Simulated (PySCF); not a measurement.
## Bond curve of YP

Set-up: Y def2-TZVPP with ECP28, P def2-TZVPP; scalar-relativistic core potentials (PySCF 2.14). Energies in eV from Y (4d1 5s2) + P in their ground configurations at the same level. State: ¹Σ⁺ (singlet), closed shell.

Curves on a restricted Hartree–Fock reference rise too fast on stretching and do not dissociate correctly.

```
R (Å)  RHF-CCSD(T)  RHF-CCSD
2.067       -1.876    -1.476
2.159       -2.441    -2.007
2.228       -2.684    -2.223
2.297       -2.804    -2.318
2.366       -2.828    -2.317
2.458       -2.746    -2.203
2.573       -2.517    -1.935
2.711       -2.149    -1.511
```

Put a parabola through the three lowest points of the RHF-CCSD(T) curve and estimate Re, k and ωe (reduced mass 22.97 u; 1 eV/Å² = 0.16022 mdyn/Å; ωe = 1302.8·√(k/μ) cm⁻¹).

Through R = 2.297, 2.366, 2.458 Å the second-order coefficient is 7.70 eV/Å², so Re ≈ 2.354 Å, k ≈ 2.47 mdyn/Å and ωe ≈ 427 cm⁻¹. A polynomial fit of higher order to the unrounded RHF-CCSD(T) energies gives Re = 2.351 Å, k = 2.70 mdyn/Å, ωe = 447 cm⁻¹; anharmonicity and rounding make the difference.

The higher-order fit for each curve: RHF-CCSD(T): Re = 2.351 Å, ωe = 447 cm⁻¹, De = 2.83 eV; RHF-CCSD: Re = 2.330 Å, ωe = 460 cm⁻¹, De = 2.33 eV.

Correlated steps freeze 5 core orbitals. These are scalar-relativistic numbers at best; spin–orbit coupling would shift them, the dissociation energy most. Where the molecule has an RHF reference, its open-shell atoms are computed with UHF. The CCSD T1 diagnostic is raised, a sign that a single reference may not be enough here.
